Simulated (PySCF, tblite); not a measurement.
One entry of a table of gas-phase calculations, keyed by method. Lists by class give the value and the number of equivalent atoms.

```json
{
 "formula": "C6H9NSi",
 "smiles": "c1ccn([C@H]2C[SiH2]2)c1",
 "charge": 0,
 "multiplicity": 1,
 "geometry_level": "GFN2-xTB",
 "electronic_structure_code": "PySCF",
 "results": {
  "GFN2-xTB geometry": {
   "point_group": "C1",
   "rotational_constants_GHz": [4.777, 1.062, 1.0]
  },
  "PBE0/def2-SVPD ground state and vertical TDDFT (core frozen in the response)": {
   "dipole_D": 2.26,
   "homo_eV": -6.04,
   "lumo_eV": -0.22,
   "S1_eV": 4.97,
   "strongest_line_of_8_singlets_eV": 5.11,
   "T1_tda_eV": 4.18,
   "polarisability_au": 103.7,
   "r2_bohr2_about_centre_of_nuclear_charge": 1229.3,
   "singlets_eV_and_f": [
    [4.97, 0.014],
    [5.11, 0.176],
    [5.65, 0.001],
    [5.7, 0.009],
    [5.98, 0.005],
    [5.99, 0.001],
    [6.12, 0.071],
    [6.24, 0.025]
   ],
   "triplets_tda_eV": [4.18, 4.24, 5.17]
  },
  "PBE0/pcSseg-1 ground state and GIAO shieldings, non-relativistic": {
   "shift_vs_computed_TMS_C_by_class_ppm": [
    [120.6, 2],
    [114.1, 2],
    [31.1, 1],
    [2.3, 1]
   ],
   "shift_vs_computed_TMS_H_by_class_ppm": [
    [6.45, 2],
    [6.32, 2],
    [3.62, 1],
    [2.97, 1],
    [2.97, 1],
    [1.19, 1],
    [1.13, 1]
   ],
   "shielding_other_nuclei_by_class_ppm": [
    ["N", 77.1, 1],
    ["Si", 491.0, 1]
   ]
  },
  "GFN2-xTB harmonic vibrations, gas phase": {
   "strongest_ir_bands_cm-1_km_per_mol_modes": [
    [526.8, 157.8, 1],
    [724.5, 108.5, 1],
    [1492.3, 123.3, 1],
    [2377.8, 205.8, 1],
    [2395.6, 337.3, 1],
    [3161.2, 80.5, 1]
   ],
   "zpe_kcal_per_mol": 81.8
  }
 }
}
```

The dipole equals about 7.6 × 10⁻³⁰ C·m (1 D = 3.33564 × 10⁻³⁰ C·m). The rotational constants make it an asymmetric top with κ = (2B − A − C)/(A − C) = -0.97, nearer the prolate limit (−1). In wavenumbers S1 is 40100 cm⁻¹ (1 eV = 8065.54 cm⁻¹).

 NMR classes are plain means over equivalent atoms (diastereotopic ones count apart unless rotation or inversion swaps them), as if these changed places fast; in this geometry the members of some classes differ.

Shape of the structure used: `[cH:1]1[cH:2][cH:3][n:4]([C@H:5]2[CH2:6][SiH2:7]2)[cH:8]1`: C3–N4–C5–C6 144°.

One conformer stands for the species.
